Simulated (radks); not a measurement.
Results of a calculation; reference values are marked as such.
Ionisation of neutral selenium, [Ar] 3d10 4s2 4p4, to Se+, [Ar] 3d10 4s2 4p3, under several functionals. Scalar-relativistic Kohn-Sham, spin-unpolarised, spherical densities, finite nucleus; a radial shooting solver on a logarithmic mesh with Libxc functionals.

functional                          E(Se) (hartree)  Exc (hartree)  IE (eV)  -e(HOMO) (eV)  <r> HOMO (bohr)  IE error (eV)
B86b exchange with PBE correlation      -2430.37232      -88.23454   10.864          6.527            2.301         +1.112
exchange-only LDA                       -2423.71164      -81.46045    9.802          5.527            2.334         +0.050
Wu-Cohen GGA                            -2429.43447      -87.28532   10.859          6.510            2.293         +1.106
XLYP                                    -2430.70592      -88.56393   10.730          6.396            2.314         +0.978
PBEsol                                  -2428.28462      -86.11395   10.850          6.510            2.297         +1.098
MS2 meta-GGA                            -2429.98378      -87.81676   10.964          6.636            2.284         +1.212
SCAN                                    -2430.56599      -88.39078   11.059          6.735            2.282         +1.307
RPBE                                    -2430.17963      -88.04009   10.810          6.481            2.305         +1.058
OLYP                                    -2430.97315      -88.91379   10.724          6.377            2.300         +0.972
AM05                                    -2426.94054      -84.75418   10.816          6.474            2.296         +1.063

NIST Atomic Spectra Database: 9.752 eV (measured). Closest: exchange-only LDA. The Delta-SCF values span 1.26 eV, the total energies 7.26 hartree. The highest occupied level is 4p. Spin polarisation and multiplet splitting are left out, so open shells lie too high by an amount that depends on their filling.

Beside tabulated values, note that spin-unpolarised runs miss the spin-polarisation part of the exchange energy of open shells.
